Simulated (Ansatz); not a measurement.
Cs2H2. Total charge 0; singlet. Geometry PBE0-D4/def2-TZVP, basis def2-TZVP, Ansatz.

| atom | x (Å) | y (Å) | z (Å) |
| --- | --- | --- | --- |
| Cs1 | -1.582 | 0.934 | -1.059 |
| Cs2 | 1.582 | -0.935 | 1.059 |
| H3 | 0.416 | -0.891 | -1.408 |
| H4 | -0.415 | 0.892 | 1.407 |

| run | HOMO (eV) | LUMO (eV) |
| --- | --- | --- |
| A | -3.29 | -0.92 |
| B | -3.21 | -0.28 |
| C | -4.08 | -0.43 |
| D | -4.15 | -0.11 |
| E | -3.16 | -0.87 |
| F | -3.35 | -0.75 |

In the def2 sets Cs takes a core potential; there is no spin–orbit coupling. The structure comes from a short search, and lower isomers may exist.

Question: The runs used B97M-V, LDA (SPW92), PBE, PBE0, r2SCAN, r2SCAN0. Estimate which is which.

Answer: A LDA (SPW92) (0 % exact exchange); B r2SCAN (0 % exact exchange); C PBE0 (25 % exact exchange); D r2SCAN0 (25 % exact exchange); E PBE (0 % exact exchange); F B97M-V (0 % exact exchange). Exact exchange lowers occupied and raises empty levels; among semilocal functionals meta-GGAs tend to open the gap a little, and such runs are hard to tell apart. The gap grows from 2.29 eV (PBE) to 4.04 eV (r2SCAN0).
